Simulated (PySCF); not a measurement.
Species: C6H9NO2 (charge +1 and doublet state).
Structure used (GFN2-xTB), in Å, numbered top down from 1:
```xyz
18
C6H9NO2 angstrom
N     -3.4566   -0.2747    0.9797
C     -2.4130   -0.7227    0.2921
O     -2.3962   -1.7144   -0.3941
C     -1.1469    0.1661    0.4290
C      0.0504   -0.4635   -0.2690
C      1.2471    0.4232   -0.2389
C      2.4777   -0.0374   -0.0067
C      3.6749    0.8013   -0.0297
O      4.7897    0.4401    0.1702
H     -3.4314    0.5624    1.5383
H     -4.3247   -0.7913    0.9329
H     -0.9585    0.2865    1.4978
H     -1.3928    1.1381   -0.0058
H      0.2735   -1.4398    0.1632
H     -0.1991   -0.6263   -1.3247
H      1.0741    1.4707   -0.4521
H      2.6746   -1.0797    0.2137
H      3.4483    1.8678   -0.2524
```

The hyperfine couplings belong to this conformer and change with its torsions.

As a line formula: `NC(=O)CC[CH+][CH]C=O` [radical] (charge +1).

Level of theory: UKS B3LYP, pcH-1 on C H N O, non-relativistic, mean-field spin-orbit, GIAO in PySCF 2.14.0. The structure is a single GFN2-xTB conformer in the gas phase; no vibrational or solvent corrections. GFN2-xTB frequencies show an imaginary mode (28i cm⁻¹), so this geometry is no minimum at that level. A GFN2-xTB geometry isn't a minimum of the functional, and hyperfine couplings can be far from their values at a DFT geometry, by a factor of two or more for some ions and for spin on atoms past the first row. The SCF solution wasn't tested for stability.

Principal values of hyperfine tensors in MHz (contact and dipolar terms together), for some of the nuclei:

```
atom  isotope       A1      A2      A3
 H18       1H   198.04  200.47  211.74
  C8      13C   -53.72  -38.11  -35.24
  C7      13C    20.27   22.49   51.66
  O9      17O  -157.59   33.42   45.73
  O3      17O  -131.29   29.71   37.57
  C2      13C   -24.38  -17.58  -10.87
 H17       1H     1.29    7.10   11.08
  C5      13C     4.87    5.25    8.88
```

Task: Split each tensor into its isotropic and traceless parts, and turn a_iso into mT with g = 2.0097.

Result: a_iso is a third of the trace, T = A − a_iso, and a(mT) = a(MHz)/(g × 13.996).

```csv
atom,a_iso (MHz),a_iso (mT),T1,T2,T3
H18,203.41,7.232,-5.38,-2.94,8.32
C8,-42.35,-1.506,-11.36,4.24,7.12
C7,31.47,1.119,-11.20,-8.98,20.19
O9,-26.15,-0.930,-131.44,59.57,71.88
O3,-21.34,-0.759,-109.95,51.04,58.91
C2,-17.61,-0.626,-6.77,0.03,6.74
H17,6.49,0.231,-5.20,0.61,4.59
C5,6.33,0.225,-1.46,-1.08,2.55
```

Task: What spin density at the nucleus of O9 lies behind its contact coupling (g_N = -0.75752)?

Result: a_FC = 800.24 MHz bohr³ × g_N × ρ(0)/(2S). With a_FC = -26.15 MHz and 2S = 1, ρ(0) = 0.04314 bohr⁻³. The nuclear moment is negative, so coupling and spin density have opposite signs.

Task: N1 (14N, g_N = 0.40376) isn't in the table. Its spin density at the nucleus is 0.04703 bohr⁻³. What is its contact coupling?

Result: By the same relation, a_FC = 15.20 MHz. Its full tensor has the principal values 12.85, 13.87, 18.86 MHz.

Task: Name the largest traceless tensor T of the table and describe it.

Result: O9: -131.4, 59.6, 71.9 MHz, rhombic: the two smaller values differ by 9 % of the largest.

Task: In a single crystal, with the field along each principal axis of the tensor of H18 in turn, what first-order splitting does this nucleus give (isotropic g, quadrupole terms neglected)?

Result: 2 lines (I = 1/2), spaced by |A_i|/(g × 13.996): 7.04, 7.13, 7.53 mT along the axes of A1, A2 and A3.

The SMILES draws the unpaired electron on C7; the largest computed Mulliken spin population is on O9 (0.44 against 0.10).
